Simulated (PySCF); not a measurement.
Bonding in `Cl[Si](Cl)(Cl)Cl`

Species: SiCl4.
Atom-mapped SMILES: `[Cl:1][Si:2]([Cl:3])([Cl:4])[Cl:5]`

Geometry (PBE0-D3(BJ)/def2-SVP, Å), atoms numbered from 1 in this order:
```xyz
5
SiCl4 angstrom
Cl    -1.1749   -1.1835   -1.1667
Si     0.0034    0.0011   -0.0069
Cl    -0.7406    1.8943    0.0048
Cl     0.0354   -0.7268    1.8924
Cl     1.8939    0.0206   -0.7579
```

Bond orders from the PBE0/pcSseg-1 density (PySCF). Geometry: PBE0-D3(BJ)/def2-SVP; no solvent, vibrations or thermal averaging.

How far do the computed orders between heavy atoms stray from the drawn ones?

The largest departure is 0.065, at Cl1–Si2 (drawn single, 1.065), Si2–Cl3 (drawn single, 1.064), Si2–Cl4 (drawn single, 1.064) and Si2–Cl5 (drawn single, 1.064).

Set the Mayer orders of the bonds beside their lengths.

```json
{"bond": "Cl1–Si2", "drawn as": "single", "length (Å)": "2.034", "Mayer order": "1.065"}
{"bond": "Si2–Cl3", "drawn as": "single", "length (Å)": "2.034", "Mayer order": "1.064"}
{"bond": "Si2–Cl4", "drawn as": "single", "length (Å)": "2.034", "Mayer order": "1.064"}
{"bond": "Si2–Cl5", "drawn as": "single", "length (Å)": "2.034", "Mayer order": "1.064"}
```

Sum the orders of all bonds at each heavy atom with more than one neighbour and set the sums beside the valence in the SMILES.

Si2 4.257 (drawn 4). Orders between atoms that aren't bonded are not in these sums.

Mayer orders depend on the basis set.
